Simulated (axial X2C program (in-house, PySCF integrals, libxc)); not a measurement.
**TiSb: from the spin-free to the two-component result**

Calculated with an axial X2C code built on PySCF integrals. Spin-free means the one-electron spin-free X2C Hamiltonian; two-component (2c) means X2C with spin–orbit coupling and atomic mean-field two-electron Coulomb and Gaunt terms, so the difference of the two also holds small scalar two-electron terms. Basis: Sb dyall-cv3z [11s12p8d4f1g], Ti dyall-cv3z [10s10p6d4f2g] (cores contracted in-house); Gaussian nuclei, density fitting, unrestricted open shells. Masses: Sb 120.904 u, Ti 47.948 u.

Spin-free state: M_S = 1/2, Λ = 2 (beyond evenly filled blocks: δ+α); fragments Sb + Ti.

| level | Re (Å) | ωe (cm⁻¹) | De (eV) | μ (D) |
| --- | --- | --- | --- | --- |
| PBE0 | 2.555 | 242.0 | 1.894 | 5.57 |
| LDA | 2.421 | 323.9 | n/a | 5.12 |

Dipoles are positive if Ti is the positive end.

(1) Within this multiplet, which Ω should lie lowest by the rule for regular and inverted multiplets?

Two-component determinant lowest at the distance of the search:

Ω = 3/2 (⟨Sz⟩ = -0.52, ⟨Lz⟩ = 2.02 at PBE0); fragments Sb + Ti.

```
level  Re (Å)  ωe (cm⁻¹)  μ (D)
 PBE0   2.557      241.3   5.44
  LDA   2.426      319.5   4.98
```

(2) From the two tables, how do the constants change at the PBE0 level (2c against spin-free)?

The state is one determinant whose occupation by symmetry is held fixed; it was picked as the lowest of a PBE0 search that is not exhaustive. De is counted from the lowest determinant-based energies of the atoms at the same level, without counterpoise correction. De is not given where an atomic determinant may have missed its ground term or J level, or where the truncated virtual space spoils (T). Density functionals use the spin component along the axis (collinear). Other states lie close and PBE0, whose exact exchange favours high spin, may order them wrongly; the determinant shown need not be the ground state. The nearest other spin-free determinant of the search, M_S = 1/2, Λ = 3, lies 0.07 eV up at the distance of the search. Without a current term, density functionals place determinants with orbital angular momentum somewhat too high. At some level and bond length an empty orbital lies below a filled one. The determinant is spin-polarised beyond a pure state at some levels (its spin-free form has ⟨S²⟩ too high), which makes Re and μ there less reliable.

Answers

(1) The open δ shell holds one electron, so the multiplet is regular: Ω = Λ − 1/2 = 3/2. The PBE0 2c search agrees, though Ω = 5/2 of the search lies only 0.01 eV higher.

(2) At the PBE0 level Re goes up by 0.002 Å and ωe decreases by 0.7 cm⁻¹.
